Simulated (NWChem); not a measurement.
System meant: BeF$_{2}$; SMILES [F][Be][F]

NWChem input:

```
start job
memory heap 200 mb stack 900 mb global 1100 mb
geometry units angstroms noautosym nocenter noautoz
  Be     0.000000     0.000000     0.000000
  F      0.000000     0.000000     1.378264
  F      0.000000     0.000000    -1.378264
end
basis spherical
  * library def2-svp
end
dft
  xc m06-2x
  iterations 150
end
property
  shielding 2 1 2
end
task dft property
```

End of the output:

```
 Vector   14  Occ=0.000000D+00  E= 5.116552D-02
              MO Center=  6.7D-11,  7.0D-11, -3.6D-10, r^2= 4.7D+00
   Bfn.  Coefficient  Atom+Function         Bfn.  Coefficient  Atom+Function
  ----- ------------  ---------------      ----- ------------  ---------------
     7      0.607608  1 Be px                 8      0.587417  1 Be py
     4     -0.222577  1 Be px                 5     -0.215181  1 Be py
    16     -0.152353  2 F  px                30     -0.152353  3 F  px
    17     -0.147290  2 F  py                31     -0.147290  3 F  py
    13      0.137926  2 F  px                27      0.137926  3 F  px

 center of mass
 --------------
 x =   0.00000000 y =   0.00000000 z =   0.00000000

 moments of inertia (a.u.)
 ------------------
         257.756436921192           0.000000000000           0.000000000000
           0.000000000000         257.756436921192           0.000000000000
           0.000000000000           0.000000000000           0.000000000000

     Multipole analysis of the density
     ---------------------------------

     L   x y z        total         alpha         beta         nuclear
     -   - - -        -----         -----         ----         -------
     0   0 0 0     -0.000000    -11.000000    -11.000000     22.000000

     1   1 0 0     -0.000000     -0.000000     -0.000000      0.000000
     1   0 1 0      0.000000      0.000000      0.000000      0.000000
     1   0 0 1     -0.000000     -0.000000     -0.000000      0.000000

     2   2 0 0     -9.428820     -4.714410     -4.714410      0.000000
     2   1 1 0     -0.000000     -0.000000     -0.000000      0.000000
     2   1 0 1     -0.000000     -0.000000     -0.000000      0.000000
     2   0 2 0     -9.428820     -4.714410     -4.714410      0.000000
     2   0 1 1      0.000000      0.000000      0.000000      0.000000
     2   0 0 2    -16.169118    -69.137277    -69.137277    122.105437

          -----------------------------------------
          Chemical Shielding Tensors (GIAO, in ppm)
          -----------------------------------------

 ------------------------------------------------------------------------
  xm06: d2 not coded                    0
 ------------------------------------------------------------------------
 ------------------------------------------------------------------------
  current input line :
    18: task dft property
 ------------------------------------------------------------------------
 ------------------------------------------------------------------------
 This error has not yet been assigned to a category
 ------------------------------------------------------------------------
 For more information see the NWChem manual at https://nwchemgit.github.io

0: xm06: d2 not coded:Received an Error in Communication
```

Problem. Can this run be used? If not, why, and what is the fix?

Solution. The program stopped with an error. Cause: this functional's second derivatives, which shieldings need, aren't coded here; the fix takes a hybrid GGA instead. This input runs:
```
start job
memory heap 200 mb stack 900 mb global 1100 mb
geometry units angstroms noautosym nocenter noautoz
  Be     0.000000     0.000000     0.000000
  F      0.000000     0.000000     1.378264
  F      0.000000     0.000000    -1.378264
end
basis spherical
  * library def2-svp
end
dft
  xc pbe0
  iterations 150
end
property
  shielding 2 1 2
end
task dft property
```
It converges to -214.18666 Ha (PBE0/def2-SVP, GIAO).
